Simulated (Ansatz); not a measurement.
WF₂, SMILES [W]([F])[F] (connectivity only; charge and spin as stated), neutral, multiplicity 3.

Geometry optimised at B3LYP-D3(BJ)/def2-TZVP. The multiplicity is an assumed one; other spin states were not compared. The def2 effective core potentials stand for the cores of W; spin–orbit coupling is left out.

Two levels are set side by side: PBE/def2-TZVPD (Ansatz, a program for electronic structure) and PBE0/def2-TZVPD (Ansatz). Energy differences of separate SCF runs at the same geometry; the states with an electron removed or added have multiplicity 4 and 4. Differences are taken from unrounded values.

```csv
quantity,PBE
vertical ionisation energy (eV),8.12
vertical electron affinity (eV),0.87
```

Question: These are the PBE values. What does PBE0 give? (An estimate is asked for; the answer gives what the named calculation found.)

Answer: 
| quantity | PBE0 | PBE minus PBE0 |
|---|---|---|
| vertical ionisation energy (eV) | 8.12 | 0.00 |
| vertical electron affinity (eV) | 1.01 | -0.14 |
